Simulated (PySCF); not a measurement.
# Core-level binding energies of `C=C[P@H](=S)C(C)(C)C`

C6H13PS.
Numbering: `[CH2:1]=[CH:2][P@H:3](=[S:4])[C:5]([CH3:6])([CH3:7])[CH3:8]`

The calculation used PySCF 2.14.0, delta-SCF UKS SCAN, pcX-2 on the ionised atom, pcseg-1 elsewhere, spin-free X2C. Each binding energy is the total energy of the core-ionised species, with the hole localised on one atom, minus that of the ground state; both are solved self-consistently, so orbital relaxation is included.

Problem. What binding energy does each computed site have?

Solution. 
```json
{"atom(s)": "S4", "bonded to": "P (double bond)", "level": "S 1s", "binding energy (eV)": "2475.09", "2p1/2 (eV)": "–", "above the level's lowest (eV)": "0.00", "count": "1"}
{"atom(s)": "P3", "bonded to": "S (double bond), 2 C and H", "level": "P 1s", "binding energy (eV)": "2151.40", "2p1/2 (eV)": "–", "above the level's lowest (eV)": "0.00", "count": "1"}
{"atom(s)": "C6/C7/C8", "bonded to": "C and 3 H", "level": "C 1s", "binding energy (eV)": "290.88", "2p1/2 (eV)": "–", "above the level's lowest (eV)": "+0.21", "count": "3"}
{"atom(s)": "C5", "bonded to": "3 C and P", "level": "C 1s", "binding energy (eV)": "290.80", "2p1/2 (eV)": "–", "above the level's lowest (eV)": "+0.13", "count": "1"}
{"atom(s)": "C1", "bonded to": "C (double bond) and 2 H", "level": "C 1s", "binding energy (eV)": "290.72", "2p1/2 (eV)": "–", "above the level's lowest (eV)": "+0.05", "count": "1"}
{"atom(s)": "C2", "bonded to": "C (double bond), H and P", "level": "C 1s", "binding energy (eV)": "290.67", "2p1/2 (eV)": "–", "above the level's lowest (eV)": "0.00", "count": "1"}
{"atom(s)": "P3", "bonded to": "S (double bond), 2 C and H", "level": "P 2p3/2", "binding energy (eV)": "137.57", "2p1/2 (eV)": "138.46", "above the level's lowest (eV)": "0.00", "count": "1"}
```

The 4 C 1s values lie within 0.21 eV of each other; Gaussian lines of 0.5 eV full width would blend them into one maximum.

Problem. Which effective nuclear charge Zeff reproduces each element's mean 1s value in the hydrogen-like formula E = 13.606 eV × Zeff²?

Solution. C (Z = 6): mean 290.8 eV, Zeff = 4.62, Z − Zeff = 1.38; P (Z = 15): mean 2151.4 eV, Zeff = 12.57, Z − Zeff = 2.43; S (Z = 16): mean 2475.1 eV, Zeff = 13.49, Z − Zeff = 2.51. Means run over the listed sites, weighted by atom count.

One atom of each set of topologically equivalent atoms was ionised and stands for the set; in this conformer not all members are related by symmetry, and their own values weren't computed. Not every level is listed. Spin–orbit and ligand-field terms were added within each 2p shell after the spin-free SCF. 2p1/2 minus 2p3/2 (ligand field included): P 0.89 eV. Geometry: PBE0-D3(BJ)/def2-SVP, one conformer, isolated molecule.

Hardware: one thread of an Arm Neoverse V1, shared host with 32 logical CPUs at a one-minute load of 10. Cost: 2.7 min, 0.69 GiB resident at most.

Conformer computed: `[CH2:1]=[CH:2][P@H:3](=[S:4])[C:5]([CH3:6])([CH3:7])[CH3:8]`: C1–C2–P3–S4 6°, C2–P3–C5–C6 -53°.
